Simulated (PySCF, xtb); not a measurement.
SnH2, SMILES [SnH2] (connectivity only; charge and spin as stated), neutral, multiplicity 1.

GFN2-xTB run with xtb at its own geometry gives an orbital gap of 3.00 eV and a dipole moment of 3.79 D.

Geometry: B3LYP-D3(BJ)/def2-TZVPD. The def2 effective core potentials stand for the cores of Sn; spin–orbit coupling is left out.

What does PBE/def2-TZVPD in PySCF give? (An estimate is asked for; the answer gives what the named calculation found.)

gap 1.91 eV (levels -5.69 and -3.78 eV), dipole 0.82 D.
